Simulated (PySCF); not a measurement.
An unknown is described by computed data only.

Formula: C7H6F4.

- 13C NMR: chemical shifts (computed TMS as zero) by class: 153.3 (1 C), 138.8 (1 C), 131.2 (1 C), 100.1 (1 C), 25.7 (1 C), 22.7 (1 C), 20.1 (1 C) ppm [GIAO PBE0/pcSseg-1]
- NMR, other nuclei: isotropic shieldings of nuclei other than C and H, by class: 254 (3 F), 386 (1 F) ppm [GIAO PBE0/pcSseg-1]
- 1H NMR: chemical shifts (computed TMS as zero) by class: 6.20 (1 H), 6.01 (1 H), 2.12 (1 H), 1.96 (1 H), 1.01 (1 H), 0.97 (1 H) ppm [GIAO PBE0/pcSseg-1]
- Rotational structure: rotational constants A, B, C: 2.169, 0.736, 0.651 GHz [GFN2-xTB]
- Dipole: 2.27 D [PBE0/pcSseg-1]

Gas-phase values; electronic properties from PySCF, density fitting. Levels stand in brackets. Geometry: GFN2-xTB; no solvent, vibrations or thermal averaging. NMR values are class means; diastereotopic atoms form classes of their own.

**Question.** Give a SMILES that accounts for the data.

**Answer.** Numbering: `[F:1][C@@H:2]1[CH:3]=[C:4]([C:5]([F:6])([F:7])[F:8])[C@@H:9]2[CH2:10][C@H:11]12`. Its formula, C7H6F4, gives 3 degrees of unsaturation: 2 rings and 1 π bond in the structure found. 7 carbons fall into 7 classes; from least to most shielded: fully substituted alkene carbon [C4] (153.3 ppm), alkene CH carbon [C3] (138.8 ppm), CF3 carbon [C5] (131.2 ppm), sp3 C–F carbon [C2] (100.1 ppm), sp3 carbon at a ring junction [C9] (25.7 ppm), three-membered-ring carbon [C10] (22.7 ppm), sp3 carbon at a ring junction [C11] (20.1 ppm). Hydrogen classes from least to most shielded: 1 H on an sp3 C–F carbon, C2 (6.20 ppm), 1 H on an alkene CH carbon, C3 (6.01 ppm), 1 H on an sp3 carbon at a ring junction, C9 (2.12 ppm), 1 H on an sp3 carbon at a ring junction, C11 (1.96 ppm), 1 H on a three-membered-ring carbon, C10 (1.01 ppm), 1 H on a three-membered-ring carbon, C10 (0.97 ppm). The other shieldings belong to: 254 ppm, fluorine of a CF3 group [F6/F7/F8]; 386 ppm, alkyl fluorine [F1]. The optimised geometry has point group C1 and is an asymmetric top. Structure: `F[C@@H]1C=C(C(F)(F)F)[C@@H]2C[C@H]12`. Computed isomers that give other values at the same levels: `CC#CC[C@@H](F)C(F)=C(F)F` (13C chemical shifts (computed TMS as zero) by class: 168.7 (1 C), 140.7 (1 C), 93.1 (1 C), 88.3 (1 C), 77.6 (1 C), 26.7 (1 C), 4.5 (1 C) ppm); `F[C@@H]1C=C(C(F)(F)F)[C@H]2C[C@@H]12` (13C chemical shifts (computed TMS as zero) by class: 154.9 (1 C), 139.1 (1 C), 131.6 (1 C), 99.8 (1 C), 29.8 (1 C), 26.2 (1 C), 25.9 (1 C) ppm); `FC(F)(F)[C@]12[C@@H]3C[C@@]1(F)C[C@@H]32` (13C chemical shifts (computed TMS as zero) by class: 134.8 (1 C), 95.9 (1 C), 52.3 (1 C), 42.2 (2 C), 20.3 (2 C) ppm). The assignments are read from this structure; whether some other isomer fits the data as well wasn't checked. The mirror image fits equally.
